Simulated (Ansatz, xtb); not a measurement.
# Two isomers of GeH6O2Si

Structure a is `O[SiH](O)[GeH3]`, a singlet and structure b is `O[SiH2][GeH2][OH]`, a singlet. Both are isolated molecules in the gas phase, relaxed with B3LYP-D3(BJ)/def2-SVP; the shapes shown needn't be the lowest conformers.

a (Å):

```
atom    x (Å)    y (Å)    z (Å)
  Ge  -0.4787  -0.0689   1.9683
   O  -1.6152  -2.4815  -0.0306
   O   0.4407  -3.2595   1.6994
  Si  -0.1688  -2.0753   0.6947
   H  -2.4201  -2.4189   0.4964
   H   0.8068  -1.9502  -0.4079
   H   0.0494  -3.3561   2.5752
   H   0.8241   0.4111   2.6434
   H  -1.0441   1.0906   1.1199
   H  -1.5021  -0.3430   3.1009
```

b (Å):

```yaml
atoms:
  - { symbol: Ge, position_ang: [-0.8104, -0.4342, 1.8978] }
  - { symbol: O, position_ang: [-0.1183, -3.2352, 0.6206] }
  - { symbol: O, position_ang: [-1.6456, -1.9272, 2.5336] }
  - { symbol: Si, position_ang: [0.4466, -1.7042, 0.2891] }
  - { symbol: H, position_ang: [-0.7761, -3.2189, 1.3424] }
  - { symbol: H, position_ang: [0.1493, -1.2845, -1.1100] }
  - { symbol: H, position_ang: [1.9163, -1.5859, 0.5083] }
  - { symbol: H, position_ang: [-1.8869, 0.5545, 1.3844] }
  - { symbol: H, position_ang: [-0.0505, 0.2435, 3.0653] }
  - { symbol: H, position_ang: [-2.2792, -1.7856, 3.2480] }
```

Quicker runs give these differences E(b) − E(a): GFN2-xTB +8.0 kcal/mol; HF/STO-3G +11.7 kcal/mol (at GFN2-xTB geometries); r2SCAN-D4/def2-SVP +18.5 kcal/mol (at GFN2-xTB geometries).

Task: Estimate E(b) − E(a) at the level CCSD(T)/def2-SVP + ΔMP2/def2-TZVPP.

Result: Calculated at CCSD(T)/def2-SVP + ΔMP2/def2-TZVPP: E(b) − E(a) = +19.5 kcal/mol, so structure a lies lower.

How the difference moves with the method:

| level | geometry | E(b) − E(a) (kcal/mol) | departure from the last row (kcal/mol) | job, with rough time for the two |
| --- | --- | --- | --- | --- |
| GFN2-xTB | GFN2-xTB | +8.0 | −11.5 | optimisation, 0.16 s |
| HF/STO-3G | GFN2-xTB | +11.7 | −7.7 | single point, 0.32 s |
| r2SCAN-D4/def2-SVP | GFN2-xTB | +18.5 | −1.0 | single point, 3.5 s |
| B3LYP-D3(BJ)/def2-SVP | B3LYP-D3(BJ)/def2-SVP | +16.2 | −3.3 | optimisation, 45 s |
| HF/def2-SVP | B3LYP-D3(BJ)/def2-SVP | +17.6 | −1.8 | part of the CCSD(T) run |
| MP2/def2-SVP | B3LYP-D3(BJ)/def2-SVP | +16.7 | −2.7 | part of the CCSD(T) run |
| CCSD(T)/def2-SVP | B3LYP-D3(BJ)/def2-SVP | +16.5 | −3.0 | single point |
| CCSD(T)/def2-SVP + ΔMP2/def2-TZVPP | B3LYP-D3(BJ)/def2-SVP | +19.5 |  | single point, 26 s |

As drawn, b has 1 Ge–O, 1 Si–H in place of 1 O–Si, 1 Ge–H.

The levels shown agree on the order. The largest departure from CCSD(T)/def2-SVP + ΔMP2/def2-TZVPP is that of GFN2-xTB, 11.5 kcal/mol. The last row adds to CCSD(T) the change of the MP2 difference between the two basis sets, here +3.0 kcal/mol.

With harmonic frequencies from B3LYP-D3(BJ)/def2-SVP (ideal gas, rigid rotor, one conformer each, 298.15 K, 1 atm): on the last row, ΔE + ΔZPE = +20.1 kcal/mol. A mode under 50 cm⁻¹ makes harmonic enthalpies and free energies unreliable, so none is given.

The correlated steps freeze 16 core orbitals; the filled d shell of Ge is correlated, in a basis made for valence electrons. Programs: Ansatz 0.2.0, xtb 6.7.1; the last row on 2 threads of Arm Neoverse V2 on a shared host.
